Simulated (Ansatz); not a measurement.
[SnH3]- (SnH3⁻), relaxed as a singlet with RKS PBE-D4/def2-TZVPD in Ansatz, starting from the GFN2-xTB geometry. Force threshold 0.02 eV/Å.

In the def2 sets Sn takes a core potential; there is no spin–orbit coupling. The highest occupied level of the charge -1 singlet lies above zero (up to 0.40 eV). By energy differences its removal costs 2.39 eV (vertical, to the charge 0 doublet, at PBE-D4/def2-TZVPD); a positive level beside a positive removal energy at the same level points to self-interaction error.

Start:

```xyz
4

Sn    0.592   -0.513    0.116
H     0.596    1.290    0.854
H    -1.237   -0.864    0.687
H     0.050    0.088   -1.656
```

Question: Estimate the energy that the relaxation releases and the steps that it takes.

Answer: 0.18 eV, in 5 steps; 2.5 s on 4 threads of Intel Xeon Platinum 8488C on a shared host. No frequencies were taken in this run, so the end may be a saddle point.

Question: Does the start keep its bonding and symmetry?

Answer: By distances, no bond broke or formed. The bond that changes most is Sn1–H4, from 1.95 to 1.82 Å (atoms count from 1). Point group C3v at the start, C3v at the end, both within 0.05 Å.

Question: Predict the relaxed structure.

Answer: 
Cartesian coordinates in Å:
```
Sn 0.5694 -0.4935 0.1122
H 0.5414 1.1950 0.7841
H -1.1477 -0.7893 0.6291
H 0.0369 0.0878 -1.5255
```
Bond lengths: 3 × H–Sn 1.82 Å.
